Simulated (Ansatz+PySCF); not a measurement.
**singlet BeO: levels of theory in one basis**

```yaml
atoms:
  - { symbol: Be, position_ang: [0.0000, 0.0000, -0.8923] }
  - { symbol: O, position_ang: [0.0000, 0.0000, 0.4462] }
```

Basis set: def2-SVP (spherical functions). Frozen core: 1 orbital. Charge 0, multiplicity 1.

Computed with Ansatz (development build ahead of 0.2.0); each method stands on the lowest determinant of its kind that the runs found. NEVPT2 correlates all electrons. Active spaces start from the frontier orbitals, and the lowest solution found is given.

| method | E − E(RHF) (eV) | <S²> of the determinant |
| --- | --- | --- |
| RHF | 0.00 | 0.00 |
| UHF | -0.75 | 1.01 |
| RHF-MP2 | -6.51 | – |
| RHF-CCSD | -6.31 | – |
| CASSCF(8,8) | -4.31 | – |
| CASSCF(2,2) | -0.69 | – |
| SC-NEVPT2(2,2) | -6.45 | – |
| SC-NEVPT2(8,8) | -6.15 | – |

(1) What does RHF-CCSD(T) give on the same scale?

(2) Is a single determinant a sound starting point here?

Answers

(1) -6.57 eV.

(2) It is doubtful. Unrestricted orbitals lower Hartree–Fock by 0.75 eV and <S²> is 1.01 where a pure state has 0.00, a sign of strong static correlation. The CASSCF(8,8) natural occupations are 1.99, 1.97, 1.95, 1.95, 0.05, 0.05, 0.03, 0.01. The CASSCF(2,2) natural occupations are 1.93, 0.07.

Caution for RHF, RHF-MP2, RHF-CCSD, RHF-CCSD(T): an unrestricted determinant lies well below. Caution for UHF: the unrestricted determinant is a mixture of spin states. Caution for CASSCF(2,2): other starts end on other solutions of this active space.
